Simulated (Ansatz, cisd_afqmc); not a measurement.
Species: C3H5Cl, charge 0, singlet. C3H5Cl (SMILES CC(=C)Cl).
B3LYP-D3(BJ)/def2-TZVP minimum from Ansatz (an electronic-structure program):
```xyz
9

C      0.9880    -0.9675     0.9154
C     -0.0105    -0.3385     0.3153
C     -1.4675    -0.5820     0.5216
Cl     0.3336     0.9251    -0.8573
H      2.0220    -0.7327     0.7111
H      0.7736    -1.7450     1.6368
H     -1.9639     0.3254     0.8715
H     -1.6170    -1.3728     1.2565
H     -1.9458    -0.8738    -0.4155
```

Atomisation energy term by term, kcal/mol (programs: Ansatz, cisd_afqmc). Radicals and triplets start from unrestricted determinants; spin-orbit coupling is neglected. Correlated methods leave the cores frozen. Rows without X2C or -DK are non-relativistic. AFQMC is phaseless with a CISD trial state; ± is one standard error, without the phaseless bias. Outlying blocks are dropped, and bars are widened where a walk drifts. Over all cases where full CI ran beside it in this data, AFQMC minus full CI had a median of +0.1 mEh and passed +0.4 mEh in a tenth of the cases. CBS(X,Y): correlation extrapolated as X^-3, Hartree-Fock from the larger set. A bracket is a step between two methods taken in the basis named. 'core' is core correlation in cc-pwCVTZ (1s frozen past Ne), 'X2C' scalar relativity in cc-pVTZ-DK, both at CCSD(T). For partners of very few electrons the exact lower level stands in for a higher one.

```
term                                       basis  kcal/mol
------------------  ----------------------------  --------
Hartree-Fock                         cc-pV(Q+d)Z    626.94
CCSD correlation    CBS(cc-pV(T+d)Z,cc-pV(Q+d)Z)    199.38
(T)                 CBS(cc-pV(T+d)Z,cc-pV(Q+d)Z)     14.65
CCSDT(Q) - CCSD(T)                   cc-pV(D+d)Z      0.54
core correlation                       cc-pwCVTZ      3.63
scalar relativity                X2C, cc-pVTZ-DK     -0.72
sum: De                                              844.4
```

The step beyond CCSD(T) by other levels: AFQMC/CISD in cc-pV(T+d)Z 0.77 ± 0.27 kcal/mol.
